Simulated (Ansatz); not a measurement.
Species: sum formula H₆SiNO₃, charge 1, multiplicity 1. It need not be the lowest isomer of its formula. 
Coordinates optimised at B3LYP-D3(BJ)/def2-TZVP (Ansatz, a first-principles code):
```xyz
11

N      1.6628     0.2356    -0.1031
Si    -0.1908    -0.0270     0.0118
O     -0.3159    -0.7105     1.4542
O     -0.4458    -0.9778    -1.2508
O     -0.7230     1.4779    -0.1113
H      2.1773    -0.5824     0.2306
H      1.9621     1.0360     0.4582
H      1.9562     0.4101    -1.0669
H     -0.8951    -0.4112     2.1617
H     -0.9052    -1.8227    -1.2254
H     -1.3859     1.7825    -0.7387
```
Charge +1, spin multiplicity 1.

Basis-set convergence of Hartree-Fock and CCSD correlation energies (hartree) with Ansatz. Correlated levels leave the core frozen unless marked. No spin-orbit coupling. Non-relativistic.

```
basis        functions       E(HF)  E(corr, CCSD)
-----------  ---------  ----------  -------------
cc-pV(D+d)Z        109  -571.45903       -0.85528
cc-pV(T+d)Z        243  -571.59461       -1.06856
cc-pV(Q+d)Z        464  -571.62167       -1.14126
```

Extrapolating the two largest sets (X = 3 and 4) as X^-3: E(corr) = (64·(-1.14126) - 27·(-1.06856))/37 = -1.1943 Eh, an estimate of the basis-set limit. The largest set recovers 95.6 % of it, the smallest 71.6 %.
